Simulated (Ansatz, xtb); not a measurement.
**Relative energy of two isomers of C2H9FOSi2**

We compare a, `CC[Si@H](F)O[SiH3]`, a singlet, with b, `C[SiH](C)O[SiH2]F`, a singlet. Both are isolated molecules in the gas phase, relaxed with B3LYP/def2-SVP, each in the lowest conformer that the search found.

Question: Estimate E(b) − E(a) at the level CCSD(T)/def2-SVP + ΔMP2/def2-TZVPP.

Answer: Calculated at CCSD(T)/def2-SVP + ΔMP2/def2-TZVPP: E(b) − E(a) = −12.9 kcal/mol, so structure b lies lower.

Level by level:

```tsv
level	geometry	E(b) − E(a) (kcal/mol)	departure from the last row (kcal/mol)	job, with rough time for the two
B3LYP/def2-SVP	B3LYP/def2-SVP	−10.7	+2.2	optimisation, 2.6 min
HF/def2-SVP	B3LYP/def2-SVP	−10.3	+2.6	part of the CCSD(T) run
MP2/def2-SVP	B3LYP/def2-SVP	−11.0	+1.9	part of the CCSD(T) run
CCSD(T)/def2-SVP	B3LYP/def2-SVP	−10.1	+2.8	single point
CCSD(T)/def2-SVP + ΔMP2/def2-TZVPP	B3LYP/def2-SVP	−12.9		single point, 53 s
```

As drawn, b has 1 C–Si, 1 C–H in place of 1 C–C, 1 Si–H.

The levels shown agree on the order. The largest departure from CCSD(T)/def2-SVP + ΔMP2/def2-TZVPP is that of CCSD(T)/def2-SVP, 2.8 kcal/mol. Levels run at GFN2-xTB geometries aren't shown. The last row adds to CCSD(T) the change of the MP2 difference between the two basis sets, here −2.8 kcal/mol.

With thermal terms from frequencies at re-optimised GFN2-xTB minima (ideal gas, soft modes damped towards free rotors, one conformer each, 298.15 K, 1 atm): the zero-point term adds +0.5 kcal/mol; ΔH is −12.2 and ΔG −12.7 kcal/mol.

The correlated steps freeze 14 core orbitals. Mirror images aren't counted in ΔG. Codes used: Ansatz 0.2.0, xtb 6.7.1; the last row on 4 threads of Arm Neoverse V1 on a shared host.
